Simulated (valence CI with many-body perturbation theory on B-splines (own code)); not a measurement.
**Cs⁶⁺: electric-dipole lines**

Level of theory: valence CI with perturbative core correlation (CI+MBPT): three valence electrons over a frozen Dirac-Fock core [Kr] 4d10, radial functions for each j: 8 s, 8 p, 9 d, 9 f, 6 g, 3 h, 2 i, with the one-electron correlation potential Σ1 (screened to all orders), the two-electron term Σ2, the three-electron term Σ3, Breit, model QED; selected single and double excitations, second order for the rest, scaled by the run's own slope (own B-spline code, finite nucleus).

Set against measurement, 48 paired levels are off by 286 cm⁻¹ on average, the worst by 971. These come from a selection out of Sansonetti, J. Phys. Chem. Ref. Data 38, 761 (2009). Levels without a partner in it may be off by more, other configurations by several thousand cm⁻¹. 2 measured levels below the end of the list, from 297071 cm⁻¹ on, found no clear computed partner, and computed levels of the same name lie up to 1606 cm⁻¹ from them.

Lines 1 to 50 of 209 in falling wavelength, among levels below 356450 cm⁻¹, chosen from the strongest by gf and those to the six lowest levels. Wavelengths and rates use the calculated energies, so an error of 300 cm⁻¹ moves a line at 4005 Å by 1.2 % and its rate by three times that or more. Electric multipoles are in the length gauge, E1 and E2 with the static RPA response of the core. Weak lines are less certain than strong ones. Lines between different terms over intervals too small for the method are left out, as are lines whose strength nearly cancels. Where a level lies close to another of its J and parity, the split of strength between their lines is uncertain. The highest levels of a list are the least certain.

Names give the largest LS component (configuration and term), which can be under half, so a name can repeat, a term be missing and a line seem to break the LS rules; names also repeat where a configuration has a term twice. Letters in brackets count levels of one name in rising energy.

| λ vac (Å) | λ from measured levels | Upper | Lower | A (s⁻¹) | S (a.u.) with core polarisation | S without |
| --- | --- | --- | --- | --- | --- | --- |
| 4343 |  | 5s5p5d ⁴F°_7/2 | 4f5s5p ⁴G_9/2 | 2.78e+06 | 8.99e-01 | 1.03e+00 |
| 4005 | 3945 | 5s5p5d ²F°_7/2 | 4f5s5p ²G_9/2 [b] | 2.79e+06 | 7.07e-01 | 7.75e-01 |
| 3907 | 3942 | 4f5s² ²F°_5/2 | 5s5p² ²D_3/2 | 2.06e+06 | 3.63e-01 | 4.33e-01 |
| 3376 |  | 5s5p5d ⁴F°_5/2 | 4f5s5p ²F_7/2 [a] | 3.79e+06 | 4.32e-01 | 4.90e-01 |
| 3199 |  | 5s5p5d ⁴F°_3/2 | 4f5s5p ⁴G_5/2 | 2.70e+07 | 1.75e+00 | 1.99e+00 |
| 3159 |  | 5s5p5d ⁴F°_9/2 | 4f5s5p ⁴G_11/2 | 2.95e+07 | 4.60e+00 | 5.22e+00 |
| 2988 |  | 5s5p5d ⁴F°_5/2 | 4f5s5p ⁴F_7/2 | 2.49e+07 | 1.97e+00 | 2.23e+00 |
| 2973 |  | 5s5p5d ⁴F°_9/2 | 4f5s5p ⁴G_9/2 | 5.26e+06 | 6.82e-01 | 7.72e-01 |
| 2791 |  | 5s5p5d ⁴F°_7/2 | 4f5s5p ⁴F_9/2 | 3.17e+07 | 2.72e+00 | 3.07e+00 |
| 2741 |  | 5s5p5d ⁴P°_1/2 | 4f5s5p ⁴D_1/2 | 2.62e+07 | 5.33e-01 | 6.08e-01 |
| 2652 |  | 5s5p5d ⁴P°_1/2 | 4f5s5p ⁴D_3/2 | 2.19e+07 | 4.03e-01 | 4.56e-01 |
| 2619 |  | 5s5p5d ⁴P°_3/2 | 4f5s5p ⁴D_3/2 | 1.68e+07 | 5.96e-01 | 6.78e-01 |
| 2524 | 2550 | 5s5p5d ⁴D°_5/2 | 4f5s5p ⁴D_5/2 | 1.25e+07 | 5.93e-01 | 6.74e-01 |
| 2511 | 2534 | 5s²5d ²D_3/2 | 4f5s² ²F°_5/2 | 3.63e+07 | 1.13e+00 | 1.23e+00 |
| 2480 | 2506 | 5s5p5d ⁴P°_3/2 | 4f5s5p ⁴D_5/2 | 2.54e+07 | 7.64e-01 | 8.58e-01 |
| 2434 | 2482 | 5s5p5d ⁴D°_7/2 | 4f5s5p ⁴D_7/2 | 1.15e+07 | 6.56e-01 | 7.44e-01 |
| 2388 | 2410 | 5s²5d ²D_5/2 | 4f5s² ²F°_7/2 | 4.25e+07 | 1.71e+00 | 1.85e+00 |
| 2377 | 2400 | 5s5p5d ⁴P°_5/2 | 4f5s5p ²F_7/2 [a] | 3.18e+07 | 1.27e+00 | 1.42e+00 |
| 2362 | 2404 | 5s5p5d ⁴D°_5/2 | 4f5s5p ⁴D_7/2 | 3.54e+07 | 1.38e+00 | 1.54e+00 |
| 2317 | 2329 | 5s5p5d ²D°_5/2 | 4f5s5p ²G_7/2 [a] | 3.75e+07 | 1.38e+00 | 1.51e+00 |
| 2296 |  | 5s5p5d ⁴D°_7/2 | 4f5s5p ⁴G_9/2 | 3.75e+07 | 1.79e+00 | 2.00e+00 |
| 2272 | 2296 | 5s5p5d ⁴D°_3/2 | 4f5s5p ⁴F_5/2 | 4.53e+07 | 1.05e+00 | 1.18e+00 |
| 2245 | 2271 | 5s5p5d ⁴D°_3/2 | 4f5s5p ⁴F_3/2 | 1.14e+07 | 2.54e-01 | 2.86e-01 |
| 2239 | 2259 | 4f5s² ²F°_5/2 | 5s5p² ⁴P_5/2 | 1.06e+05 | 3.53e-03 | 4.27e-03 |
| 2223 | 2249 | 5s5p5d ⁴D°_1/2 | 4f5s5p ⁴F_3/2 | 7.18e+07 | 7.79e-01 | 8.75e-01 |
| 2220 |  | 5s5p5d ²F°_7/2 | 4f5s5p ²G_9/2 [a] | 3.26e+07 | 1.41e+00 | 1.51e+00 |
| 2201 | 2220 | 4f5s² ²F°_7/2 | 5s5p² ⁴P_5/2 | 1.55e+06 | 6.52e-02 | 7.83e-02 |
| 2179 |  | 5s5p5d ⁴P°_5/2 | 4f5s5p ⁴F_7/2 | 1.94e+07 | 5.93e-01 | 6.64e-01 |
| 2164 | 2180 | 5s5p5d ²F°_5/2 | 4f5s5p ²F_7/2 [b] | 3.67e+07 | 1.10e+00 | 1.19e+00 |
| 2118 | 2105 | 5s²6p ²P°_1/2 | 5s²6s ²S_1/2 | 4.90e+08 | 4.60e+00 | 4.78e+00 |
| 2017 | 2033 | 5s5p5d ²D°_3/2 | 4f5s5p ²F_5/2 [a] | 3.56e+07 | 5.77e-01 | 6.18e-01 |
| 1996 | 1969 | 5s5p5d ²D°_3/2 | 5s²6s ²S_1/2 | 3.60e+07 | 5.65e-01 | 5.84e-01 |
| 1901 | 1874 | 5s5p5d ⁴P°_3/2 | 5s²6s ²S_1/2 | 6.25e+07 | 8.47e-01 | 8.77e-01 |
| 1898 | 1913 | 4f5s² ²F°_5/2 | 5s5p² ⁴P_3/2 | 1.79e+05 | 3.62e-03 | 4.38e-03 |
| 1897 | 1911 | 5s5p5d ²P°_3/2 | 4f5s5p ²D_5/2 [a] | 5.20e+07 | 7.02e-01 | 7.60e-01 |
| 1842 | 1828 | 5s²6p ²P°_3/2 | 5s²6s ²S_1/2 | 6.11e+08 | 7.54e+00 | 7.81e+00 |
| 1775 | 1791 | 5s5p5d ⁴D°_7/2 | 4f5s5p ⁴F_9/2 | 2.37e+07 | 5.24e-01 | 5.72e-01 |
| 1345 | 1336 | 5s5p5d ²P°_3/2 | 5s²6s ²S_1/2 | 3.07e+07 | 1.48e-01 | 1.56e-01 |
| 1182 | 1179 | 5s5p² ⁴P_1/2 | 5s²5p ²P°_3/2 | 9.96e+06 | 1.62e-02 | 2.20e-02 |
| 1097 |  | 5p³ ⁴S°_3/2 [b] | 5s5p² ²P_3/2 | 4.73e+07 | 1.23e-01 | 1.73e-01 |
| 1081 | 1075 | 5p³ ²D°_5/2 | 5s5p² ²P_3/2 | 3.26e+08 | 1.22e+00 | 1.72e+00 |
| 1057 | 1054 | 5s5p² ⁴P_3/2 | 5s²5p ²P°_3/2 | 1.31e+07 | 3.04e-02 | 4.15e-02 |
| 1051 |  | 5s5p5d ⁴F°_7/2 | 5s²5d ²D_5/2 | 4.27e+07 | 1.96e-01 | 2.64e-01 |
| 988.4 | 984.4 | 4f5s5p ⁴F_9/2 | 4f5s² ²F°_7/2 | 4.63e+07 | 2.20e-01 | 2.96e-01 |
| 988.1 | 984.0 | 4f5s5p ⁴F_3/2 | 4f5s² ²F°_5/2 | 5.51e+07 | 1.05e-01 | 1.34e-01 |
| 986.5 | 983.0 | 4f5s5p ²F_7/2 [a] | 4f5s² ²F°_7/2 | 7.16e+07 | 2.72e-01 | 3.55e-01 |
| 982.9 | 979.3 | 4f5s5p ⁴F_5/2 | 4f5s² ²F°_5/2 | 6.55e+07 | 1.84e-01 | 2.41e-01 |
| 979.0 | 975.7 | 4f5s5p ²F_7/2 [a] | 4f5s² ²F°_5/2 | 6.23e+07 | 2.31e-01 | 3.06e-01 |
| 977.3 |  | 5p³ ⁴S°_3/2 [a] | 5s5p² ²P_1/2 | 3.30e+08 | 6.08e-01 | 8.48e-01 |
| 974.2 | 972.0 | 5s5p² ⁴P_5/2 | 5s²5p ²P°_3/2 | 8.78e+07 | 2.40e-01 | 3.30e-01 |
